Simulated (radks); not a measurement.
All-electron atom: the gold ion Au9+ in [Xe] 4f(5/2: 6, 7/2: 7) 5d(3/2: 3, 5/2: 0) (not the ground configuration).

All-electron calculation, Dirac Kohn-Sham, BLYP, spin-unpolarised, spherical densities, finite nucleus; Fermi nuclear charge, rms radius 5.4371 fm. Program: a radial shooting solver on a logarithmic mesh with Libxc functionals.

Energy parts (hartree):
part                       energy
total                 -19019.9149
kinetic                21842.4634
electron-nucleus      -47475.5900
Hartree                 6973.4285
exchange-correlation    -360.2167

Orbitals (lengths in bohr, moments of r in powers of bohr; <r^-3> diverges for s and p1/2):
| orbital | occ. | eigenvalue (hartree) | <r^-3> | <r^4> | small-component weight |
|---|---|---|---|---|---|
| 1s1/2 | 2 | -2968.739 | - | 4.252e-07 | 9.00e-02 |
| 2s1/2 | 2 | -528.5180 | - | 0.00006191 | 2.06e-02 |
| 2p1/2 | 2 | -507.2426 | - | 0.00003677 | 2.07e-02 |
| 2p3/2 | 4 | -439.7783 | 20510 | 0.00005698 | 1.84e-02 |
| 3s1/2 | 2 | -129.4579 | - | 0.002251 | 6.89e-03 |
| 3p1/2 | 2 | -119.8558 | - | 0.001962 | 6.83e-03 |
| 3p3/2 | 4 | -104.9661 | 4770 | 0.002708 | 6.17e-03 |
| 3d3/2 | 4 | -88.96048 | 832.9 | 0.001797 | 6.05e-03 |
| 3d5/2 | 6 | -85.76000 | 690.8 | 0.001980 | 5.87e-03 |
| 4s1/2 | 2 | -32.80254 | - | 0.04999 | 2.35e-03 |
| 4p1/2 | 2 | -28.69712 | - | 0.05319 | 2.26e-03 |
| 4p3/2 | 4 | -25.09409 | 1159 | 0.07249 | 2.00e-03 |
| 4d3/2 | 4 | -18.35817 | 182.2 | 0.08541 | 1.81e-03 |
| 4d5/2 | 6 | -17.68264 | 147.9 | 0.09369 | 1.74e-03 |
| 5s1/2 | 2 | -9.48446 | - | 1.102 | 6.49e-04 |
| 4f5/2 | 6 | -9.03024 | 31.49 | 0.1500 | 1.39e-03 |
| 4f7/2 | 7 | -8.88378 | 29.97 | 0.1576 | 1.36e-03 |
| 5p1/2 | 2 | -8.06959 | - | 1.420 | 5.78e-04 |
| 5p3/2 | 4 | -7.34921 | 232.6 | 1.899 | 5.11e-04 |
| 5d3/2 | 3 | -5.25835 | 29.09 | 3.583 | 3.82e-04 |
| 5d5/2 | 0 | -5.15144 | 23.68 | 3.871 | 3.70e-04 |

The highest occupied level is 5d3/2 at -143.09 eV. The density falls to 0.001 e/bohr^3 at r = 2.47 bohr.
